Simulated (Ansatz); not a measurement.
InHF (SMILES [F][InH]): the energy, rung by rung

InHF has 3 atoms, charge 0, and is taken as a doublet. SMILES: `[F][InH]`. Geometry: relaxed at PBE0-D4/def2-TZVP.

```xyz
3

F     1.0884    0.9895    0.6943
In   -0.5225    0.3551   -0.2448
H    -0.5769   -1.4094   -0.4628
```

Quantity: the energy change with the F1–In2 bond stretched from 1.970 to 3.939 Å, in eV. The values are calculated.

```
          level                   kind  program  value (eV)  less FCI/STO-3G  CPU time (all runs)
     UHF/STO-3G           Hartree–Fock   Ansatz        1.96            -0.59                3.5 s
  UBHLYP/STO-3G          global hybrid   Ansatz        3.28            +0.73                 12 s
 UB2PLYP/STO-3G          double hybrid   Ansatz        3.40            +0.85                 14 s
 RPA@PBE/STO-3G                    RPA   Ansatz        2.21            -0.34                 20 s
    UMP2/STO-3G    perturbation theory   Ansatz        2.46            -0.09                4.8 s
UBCCD(T)/STO-3G  coupled cluster or CI   Ansatz        2.51            -0.04                5.9 s
     FCI/STO-3G     exact in the basis   Ansatz        2.55             0.00                7.9 s
```

FCI/STO-3G is exact within its basis and frozen core, so for wave-function methods in that basis the difference is their error; functionals converge differently with the basis, so for them it is only a difference. All-electron rows without a relativistic Hamiltonian named are non-relativistic. The first shape isn't each level's own minimum. The values span 1.96 to 3.40 eV. All rows use very small basis sets, so none should be taken for the real molecule's value. In the correlated wave-function rows the outer d shell of In is correlated, in sets not made for it. Times are those of the runs behind each value, whatever else they computed, on shared processors of several kinds: orders of magnitude only.
